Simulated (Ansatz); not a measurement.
Born–Oppenheimer molecular dynamics of BrH + FH (4 atoms, charge 0, multiplicity 1). It goes on from the last frame of an earlier run, with new velocities.

Theory: RKS B3LYP/def2-SVP in Ansatz.

```
ensemble        : NVT, Langevin thermostat
time step       : 0.5 fs
steps asked     : 250
set temperature : 50 K
friction        : 0.01 /fs
seed            : 658886
```

First frame:

```xyz
4
Properties=species:S:1:pos:R:3
F 0.980 0.964 -0.971
H 1.133 0.772 -1.852
Br -0.803 -0.297 1.505
H -0.213 0.317 0.300
```

Problem. How far do the bonds stretch over the last three quarters of this one trajectory? (Pairs bonded in most of those frames.)

Solution. 
```csv
bond,mean (Å),spread (Å),shortest,longest
F1–H2,0.929,0.011,0.91,0.95
Br3–H4,1.435,0.019,1.40,1.47
```

Mean temperature of the second half: 47 K. A run of 0.12 ps of so small a system gives no equilibrium averages.

Run time: 3.9 min on 1 CPU thread of a shared host.
